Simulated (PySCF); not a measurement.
LDA on Li⁻ (lithium, charge -1), [He] 2s2, closed-shell 1S. All numbers are calculated (PySCF 2.14, the non-relativistic Hamiltonian (point nucleus), in dyall-acv3z (15s9p3d, 57 functions)).

```
cycle= 1 E= -7.36526095819427  delta_E= -0.00321  |g|= 0.0226  |ddm|= 0.118
cycle= 2 E= -7.36497862547213  delta_E= 0.000282  |g|= 0.0101  |ddm|= 0.229
cycle= 3 E= -7.36514796936663  delta_E= -0.000169  |g|= 0.00988  |ddm|= 0.223
cycle= 4 E= -7.36563582796636  delta_E= -0.000488  |g|= 0.00035  |ddm|= 0.0923
cycle= 5 E= -7.36563690242499  delta_E= -1.07e-06  |g|= 5.09e-05  |ddm|= 0.00686
cycle= 6 E= -7.36563691455427  delta_E= -1.21e-08  |g|= 6.38e-06  |ddm|= 0.00039
cycle= 7 E= -7.36563691475103  delta_E= -1.97e-10  |g|= 5.16e-07  |ddm|= 9.47e-05
converged SCF energy = -7.36563691475103  <S^2> = 4.2188475e-15  2S+1 = 1
```

Highest occupied orbital energy: 0.801 eV; ⟨L²⟩ = 0.00; populations by l: s 4.00, p 0.00, d 0.00.

Q: Can this result be used?

A: With care. The calculation finished and met its thresholds. At LDA the highest occupied level has a positive energy, so only the finite basis holds that electron; in a semilocal or global hybrid functional this comes from self-interaction and does not mean that the real anion is unbound.
